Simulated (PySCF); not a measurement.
**Polarisability and C₆ of Cl (chlorine, neutral)**

[Ne] 3s2 3p5, 2P determinant. Computed with PySCF 2.14 in dyall-acv3z, with the spin-free X2C one-electron Hamiltonian (Gaussian nucleus). Coupled (time-dependent) response in atomic units; α is the mean over directions.

```csv
method,mean α (bohr³),"α xx, yy, zz",C₆ (like pair),S(−4)
PBEsol,15.32,"13.83, 16.07, 16.07",98.49,61.30
```

S(−4) is the Cauchy moment in α(ω) = α(0) + S(−4) ω² + …

Reference α: 14.6 ± 0.1 bohr³ (recommended; Schwerdtfeger and Nagle, table of static dipole polarizabilities (2023 update)). Published C₆: 94.60 (Chu and Dalgarno (2004); Tang, Norbeck and Certain (1976)).

α(iu) at PBEsol:

```json
{"u (hartree)": "0", "α(iu) (bohr³)": "15.32"}
{"u (hartree)": "0.0500", "α(iu) (bohr³)": "15.17"}
{"u (hartree)": "0.100", "α(iu) (bohr³)": "14.74"}
{"u (hartree)": "0.200", "α(iu) (bohr³)": "13.32"}
{"u (hartree)": "0.300", "α(iu) (bohr³)": "11.58"}
{"u (hartree)": "0.500", "α(iu) (bohr³)": "8.394"}
{"u (hartree)": "0.750", "α(iu) (bohr³)": "5.617"}
{"u (hartree)": "1.00", "α(iu) (bohr³)": "3.909"}
{"u (hartree)": "1.50", "α(iu) (bohr³)": "2.152"}
{"u (hartree)": "2.00", "α(iu) (bohr³)": "1.352"}
{"u (hartree)": "3.00", "α(iu) (bohr³)": "0.6851"}
{"u (hartree)": "5.00", "α(iu) (bohr³)": "0.2915"}
```

A single London oscillator, α(iu) = α/(1 + u²/ω²), gives C₆ = (3/4) ω α². Matching the computed C₆ needs ω = 4 × 98.49 / (3 × 15.32²) = 0.560 hartree.

The components differ because the open shell of this determinant is not spherical; for a pure term their mean is the scalar polarisability.
